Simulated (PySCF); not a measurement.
Species: diglyme, C6H14O3.
SMILES with atom numbers: `[CH3:1][O:2][CH2:3][CH2:4][O:5][CH2:6][CH2:7][O:8][CH3:9]` (hydrogens: H10, H11, H12 on C1; H13, H14 on C3; H15, H16 on C4; H17, H18 on C6; H19, H20 on C7; H21, H22, H23 on C9)

The geometry is computed with GFN2-xTB (gas phase).

**Question.** List the bond lengths, angles and torsions at this level.

**Answer.** 
```csv
bond,length (Å),order
"C1–O2, O8–C9",1.405,single
"O2–C3, C7–O8",1.407,single
"C3–C4, C6–C7",1.529,single
"C4–O5, O5–C6",1.408,single
"C1–H10, C9–H22",1.088,single
C1–H11 and 3 like bonds,1.097,single
C3–H13 and 3 like bonds,1.101,single
C4–H15 and 3 like bonds,1.097,single
```

Bonds in one row agree within 0.01 Å and their mean is given. Orders are formal, as drawn. A selection of angles:
```csv
angle,degrees
C1–O2–C3,112.7
O2–C3–C4,108.5
C3–C4–O5,107.9
C4–O5–C6,114.7
O5–C6–C7,113.8
C6–C7–O8,107.8
```

Dihedral angles: C1–O2–C3–C4 179° (antiperiplanar); O2–C3–C4–O5 -179° (antiperiplanar); C3–C4–O5–C6 -170° (antiperiplanar); C4–O5–C6–C7 -72° (synclinal); O5–C6–C7–O8 -169° (antiperiplanar); C6–C7–O8–C9 178° (antiperiplanar). The mirror-image conformer, all signs reversed, is as good.

Of the pairs four or more bonds apart, H16···H18 is among the closest relative to their van der Waals radii: 2.32 Å, 97 % of the sum of Bondi's values. O5 (ether oxygen) is bent (angle 114.7°).

Point group: C1 (no symmetry element, even within 0.4 Å). GFN2-xTB frequencies: not computed here. The numbers are those of one conformer.
